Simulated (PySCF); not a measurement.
WClH5, SMILES [Cl][WH5], multiplicity 1. Atoms are numbered in the order given.

```xyz
7

W     -0.3885     0.0178     0.0000
Cl     1.9318    -0.0194     0.0000
H     -0.0525    -0.7618     1.4373
H     -0.5583     1.7231     0.0000
H     -1.7134    -0.5920     0.8828
H     -0.0525    -0.7618    -1.4373
H     -1.7134    -0.5920    -0.8828
```
Charge 0, spin multiplicity 1.

Coordinates come from a B3LYP-D3(BJ)/def2-TZVP optimisation. A frequency run showed that this geometry is not a minimum. The spin state was assumed, not searched. The structure was generated by enumeration; whether it is a known compound was not checked. The def2 effective core potentials stand for the cores of W; spin–orbit coupling is left out.

Method: TDDFT-ωB97X/def2-SVPD in PySCF.

Vertical excitations.  State labels are in the subgroup Cs.

```json
[
 {"state": "S1", "symmetry": "A\"", "energy (eV)": "2.51", "λ (nm)": "494", "f": "0.002", "main pairs": "HOMO→LUMO 90 %"},
 {"state": "S2", "symmetry": "A'", "energy (eV)": "3.56", "λ (nm)": "348", "f": "0.000", "main pairs": "HOMO−1→LUMO 50 %, HOMO→LUMO+1 38 %"},
 {"state": "S3", "symmetry": "A\"", "energy (eV)": "3.62", "λ (nm)": "343", "f": "0.003", "main pairs": "HOMO→LUMO+2 88 %"},
 {"state": "S4", "symmetry": "A'", "energy (eV)": "3.79", "λ (nm)": "327", "f": "0.044", "main pairs": "HOMO→LUMO+1 49 %, HOMO−1→LUMO 35 %"},
 {"state": "S5", "symmetry": "A\"", "energy (eV)": "4.63", "λ (nm)": "268", "f": "0.000", "main pairs": "HOMO−3→LUMO 79 %"},
 {"state": "S6", "symmetry": "A\"", "energy (eV)": "4.71", "λ (nm)": "263", "f": "0.014", "main pairs": "HOMO−1→LUMO+1 86 %"},
 {"state": "S7", "symmetry": "A'", "energy (eV)": "4.87", "λ (nm)": "255", "f": "0.034", "main pairs": "HOMO−1→LUMO+2 68 %, HOMO−6→LUMO 11 %"},
 {"state": "S8", "symmetry": "A'", "energy (eV)": "4.90", "λ (nm)": "253", "f": "0.004", "main pairs": "HOMO−4→LUMO 39 %, HOMO−6→LUMO 21 %, HOMO−2→LUMO 21 %, HOMO−1→LUMO+2 15 %"},
 {"state": "S9", "symmetry": "A'", "energy (eV)": "5.48", "λ (nm)": "226", "f": "0.007", "main pairs": "HOMO−6→LUMO 57 %, HOMO−4→LUMO 21 %"},
 {"state": "S10", "symmetry": "A\"", "energy (eV)": "5.56", "λ (nm)": "223", "f": "0.003", "main pairs": "HOMO−5→LUMO 54 %, HOMO−3→LUMO+2 34 %"},
 {"state": "T1", "symmetry": "A\"", "energy (eV)": "2.00", "λ (nm)": "620", "f": "0", "main pairs": "HOMO→LUMO 88 %"},
 {"state": "T2", "symmetry": "A'", "energy (eV)": "3.15", "λ (nm)": "393", "f": "0", "main pairs": "HOMO−1→LUMO 53 %, HOMO→LUMO+1 34 %"},
 {"state": "T3", "symmetry": "A'", "energy (eV)": "3.23", "λ (nm)": "384", "f": "0", "main pairs": "HOMO→LUMO+1 57 %, HOMO−1→LUMO 31 %"},
 {"state": "T4", "symmetry": "A\"", "energy (eV)": "3.32", "λ (nm)": "374", "f": "0", "main pairs": "HOMO→LUMO+2 89 %"}
]
```
Triplets are in the Tamm–Dancoff approximation, which puts them higher than full response would, so one can lie above its singlet here.
